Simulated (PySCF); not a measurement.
The same groups moved round the core (propene cyano+silyl). Gas-phase values, no solvent. One relaxed conformer stands for each flexible species; it need not be the lowest. Strings in code marks are SMILES.

Calculation: B3LYP-D3(BJ)/def2-TZVP in PySCF. B3LYP has the VWN-RPA correlation part, as in Gaussian. Delta-SCF ions had no search for a lower state. Excitations are Tamm–Dancoff values on a coarser integration grid. The basis has no diffuse functions, so Rydberg states are missing or too high.

| species | T1 excitation (TDA) (eV) | vertical ionisation energy (Delta-SCF) (eV) |
|---|---|---|
| `N#CCC([SiH3])=C` | 4.32 | 10.29 |
| `C=C[C@H](C#N)[SiH3]` | 4.34 | 9.81 |
| `C(/C)(C#N)=C\[SiH3]` | 3.62 | ___ |
| `C/C(C#N)=C\[SiH3]` | 3.53 | ___ |
| `C/C=C(\C#N)[SiH3]` | ___ | 9.86 |
| `C(/[SiH3])=C/CC#N` | 4.27 | 10.20 |

**Question.** Some entries are withheld; supply them.

**Answer.** 
- `C(/C)(C#N)=C\[SiH3]`, vertical ionisation energy (Delta-SCF) (eV): 9.91
- `C/C(C#N)=C\[SiH3]`, vertical ionisation energy (Delta-SCF) (eV): 9.94
- `C/C=C(\C#N)[SiH3]`, T1 excitation (TDA) (eV): 3.68
